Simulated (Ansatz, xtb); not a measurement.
**Two structures of BrH5Si3**

Structure a: a singlet given by its coordinates. Structure b: `[SiH3][SiH2][Si]Br`, a singlet. Both are isolated molecules in the gas phase, relaxed with PBE0-D3(BJ)/def2-SVP; the shapes shown needn't be the lowest conformers.

a (Å):

```tsv
atom	x (Å)	y (Å)	z (Å)
Br	-2.2591	3.4862	-2.6907
Si	-2.0496	-0.5066	-2.3994
Si	-0.9409	0.5841	-0.9139
Si	-1.3648	2.8588	-0.7400
H	-1.9340	-1.9854	-2.5309
H	-2.5948	0.1638	-3.6081
H	-0.4666	-0.1386	0.3024
H	-0.1191	3.6521	-0.5276
H	-2.3338	3.1988	0.3429
```

Close contacts (Å): Br1–Si4 2.24, Si2–Si3 2.15, Si3–Si4 2.32, Si2–H5 1.49, Si2–H6 1.49, Si3–H7 1.49, Si4–H8 1.49, Si4–H9 1.49.

b (Å):

```xyz
9

Br   -3.7682   -0.9604   -1.0728
Si    0.1366    0.0381   -0.8249
Si   -0.5998   -1.9445   -1.8563
Si   -2.6483   -1.3970   -2.9952
H     1.5489   -0.0899   -0.3507
H     0.0658    1.1667   -1.8059
H    -0.7536    0.3528    0.3319
H     0.4541   -2.4335   -2.8048
H    -0.8283   -2.9864   -0.8035
```

Which of the two would you expect CCSD(T)/def2-SVP + ΔMP2/def2-TZVPP electronic energies to favour?

Too close to call at this level: CCSD(T)/def2-SVP + ΔMP2/def2-TZVPP gives E(b) − E(a) = −0.026 eV.

How the difference moves with the method:

```json
{"level": "GFN2-xTB", "geometry": "GFN2-xTB", "E(b) − E(a) (eV)": "−0.146", "departure from the last row (eV)": "−0.120", "job, with rough time for the two": "optimisation, 0.47 s"}
{"level": "HF/STO-3G", "geometry": "GFN2-xTB", "E(b) − E(a) (eV)": "−1.685", "departure from the last row (eV)": "−1.659", "job, with rough time for the two": "single point, 0.4 s"}
{"level": "r2SCAN-D4/def2-SVP", "geometry": "GFN2-xTB", "E(b) − E(a) (eV)": "−0.110", "departure from the last row (eV)": "−0.084", "job, with rough time for the two": "single point, 3.6 s"}
{"level": "PBE0-D3(BJ)/def2-SVP", "geometry": "PBE0-D3(BJ)/def2-SVP", "E(b) − E(a) (eV)": "−0.055", "departure from the last row (eV)": "−0.029", "job, with rough time for the two": "optimisation, 94 s"}
{"level": "HF/def2-SVP", "geometry": "PBE0-D3(BJ)/def2-SVP", "E(b) − E(a) (eV)": "−0.270", "departure from the last row (eV)": "−0.245", "job, with rough time for the two": "part of the CCSD(T) run"}
{"level": "MP2/def2-SVP", "geometry": "PBE0-D3(BJ)/def2-SVP", "E(b) − E(a) (eV)": "+0.010", "departure from the last row (eV)": "+0.036", "job, with rough time for the two": "part of the CCSD(T) run"}
{"level": "CCSD(T)/def2-SVP", "geometry": "PBE0-D3(BJ)/def2-SVP", "E(b) − E(a) (eV)": "−0.065", "departure from the last row (eV)": "−0.039", "job, with rough time for the two": "single point"}
{"level": "CCSD(T)/def2-SVP + ΔMP2/def2-TZVPP", "geometry": "PBE0-D3(BJ)/def2-SVP", "E(b) − E(a) (eV)": "−0.026", "departure from the last row (eV)": "", "job, with rough time for the two": "single point, 27 s"}
```

The largest departure from CCSD(T)/def2-SVP + ΔMP2/def2-TZVPP is that of HF/STO-3G, 1.659 eV. The last row adds to CCSD(T) the change of the MP2 difference between the two basis sets, here +0.039 eV.

With harmonic frequencies from PBE0-D3(BJ)/def2-SVP (ideal gas, rigid rotor, one conformer each, 298.15 K, 1 atm): on the last row, ΔE + ΔZPE = −0.031 eV. A mode under 50 cm⁻¹ makes harmonic enthalpies and free energies unreliable, so none is given.

The correlated steps freeze 24 core orbitals; the filled d shell of Br is correlated, in a basis made for valence electrons. Run with Ansatz 0.2.0, xtb 6.7.1; the last row on 2 threads of Arm Neoverse V2 on a shared host.
